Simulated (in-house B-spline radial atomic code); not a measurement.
Configurations of the cadmium ion Cd²⁺, with energies counted from [Kr] 4d10. Level of theory: scalar-relativistic (X2C) B97-1, spin-polarised, spherical fractional occupations, Fermi nucleus of rms radius 4.6087 fm; calculated with a radial B-spline atomic code at the basis-set limit. Caution: exact exchange at fractional occupations of open shells leaves self-interaction of up to several eV. Shells without spins written out take the highest spin.

Occupations are held fixed; configurations that lie above the ionisation limit could autoionise.

```tsv
configuration	E - E(ref) (eV)	highest orbital	its <r> (bohr)
[Kr] 4d(5 up, 4 down) 4f(0 up, 1 down)	31.592	4f down	5.742
[Ar] 3d10 4s2 4p(3 up, 2 down) 4d10 5s(1 up, 0 down)	69.672	5s up	2.376
[Ar] 3d10 4s2 4p5 4d10 5p1	77.533	5p up	2.892
[Ar] 3d10 4s2 4p5 4d10 5f1	92.066	5f up	9.575
[Ar] 3d9 4s2 4p6 4d10 5p1	418.93	5p up	2.884
[Ar] 3d9 4s2 4p6 4d10 5f1	433.52	5f up	9.666
```

Problem. Order these further configurations by energy, lowest first.
A. [Kr] 4d9 5f1
B. [Kr] 4d9 5s1
C. [Kr] 4d9 4f1
D. [Ar] 3d(4 up, 5 down) 4s2 4p6 4d10 5s(0 up, 1 down)
E. [Kr] 4d(4 up, 5 down) 5p(0 up, 1 down)

Solution. B (11.764 eV), E (19.581 eV), C (31.576 eV), A (34.022 eV), D (411.1 eV).

Problem. How far above the reference does [Ar] 3d10 4s2 4p5 4d10 4f1 lie?

Solution. 89.622 eV; its least bound orbital is 4f up with <r> = 5.707 bohr.
